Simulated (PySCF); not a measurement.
A GIAO shielding run with PySCF 2.14.0 with density-fitted response routines (density fitting, non-relativistic, gas phase) on SMILES C=Nc1ccn(C2=CC2=C)c1, C9H8N2:

```
$ OMP_NUM_THREADS=1 python probes_run.py task.json out

{"job": {"kind": "nmr", "xc": "PBE0", "basis": "pcSseg-1"}, "charge": 0, "multiplicity": 1}
C     -2.414838     2.079634    -2.365616
N     -2.102292     0.861088    -2.364542
C     -1.357002     0.281122    -1.366682
C     -1.466273    -1.097983    -1.008087
C     -0.539918    -1.341948    -0.046924
N      0.159355    -0.180798     0.194283
C      1.182221    -0.054747     1.058365
C      2.113235     0.708321     1.635904
C      2.046796    -0.682983     2.035834
C      2.443782    -1.721940     2.730661
C     -0.347582     0.816560    -0.600403
H     -2.182006     2.787678    -1.565012
H     -2.965538     2.459496    -3.213632
H     -2.172942    -1.788029    -1.421067
H     -0.304136    -2.238545     0.490892
H      2.577048     1.658984     1.732131
H      1.972377    -2.683728     2.627134
H      3.257819    -1.648180     3.429797
H      0.090089     1.795249    -0.602227
```

Hardware: 1 thread of an Intel Xeon, shared host. The job also computes population analyses, field gradients, ring-centre shieldings.

Task: How large is the calculation?

Result: 76 electrons, 227 basis functions and 1159 auxiliary functions.

Task: How long does it take, and how much memory does it need?

Result: 2.2 min of wall time, with 14 SCF cycles and 5 response iterations; peak memory 1 GiB. Times on a shared host scatter by some tens of per cent.
